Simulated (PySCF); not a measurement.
Isomers of C6H13OP, one conformer each; single-point electronic energies without zero-point terms and without any empirical dispersion term.

Computed with PySCF at PBE0/pcSseg-1, non-relativistic, each on one gas-phase PBE0-D3(BJ)/def2-SVP geometry that isn't relaxed in the solvent. The solvent is an IEF-PCM continuum (van der Waals radii × 1.2). The model holds no explicit solvent molecules, cavitation or dispersion.

```json
{"isomer": "`C[C@@H]1CC[C@@H](C)[PH]1=O`", "relative energy, gas (kcal/mol)": "0.0", "dipole (D)": "4.20"}
{"isomer": "`C=C[P@](C)(=O)CCC`", "relative energy, gas (kcal/mol)": "11.3", "dipole (D)": "3.82"}
{"isomer": "`CC[C@@H]1[C@H](C)[P@@]1(C)=O`", "relative energy, gas (kcal/mol)": "22.9", "dipole (D)": "4.44"}
```

Question: How do the relative energies look in dichloromethane (ε = 8.93)?

Answer: 
```csv
isomer,"relative energy, solvent (kcal/mol)",E(solvent) − E(gas) (kcal/mol),dipole in solvent (D)
`C[C@@H]1CC[C@@H](C)[PH]1=O`,0.0,-7.8,5.41
`C=C[P@](C)(=O)CCC`,10.9,-8.2,5.12
`CC[C@@H]1[C@H](C)[P@@]1(C)=O`,22.3,-8.4,5.68
```

The order is unchanged. Conformers: `[CH3:1][C@@H:2]1[CH2:3][CH2:4][C@@H:5]([CH3:6])[PH:7]1=[O:8]` with C1–C2–C3–C4 -158°, C2–C3–C4–C5 49°, C3–C4–C5–C6 -165°, C4–C5–P7–O8 140°; `[CH2:1]=[CH:2][P@:3]([CH3:4])(=[O:5])[CH2:6][CH2:7][CH3:8]` with C1–C2–P3–C4 127°, C2–P3–C6–C7 175°, P3–C6–C7–C8 -172°; `[CH3:1][CH2:2][C@@H:3]1[C@H:4]([CH3:5])[P@@:6]1([CH3:7])=[O:8]` with C1–C2–C3–C4 162°. `CC[C@@H]1[C@H](C)[P@@]1(C)=O` gains most from the continuum, and it has the largest gas-phase dipole. The gains span 0.6 kcal/mol, the gas-phase energies 22.9 kcal/mol.
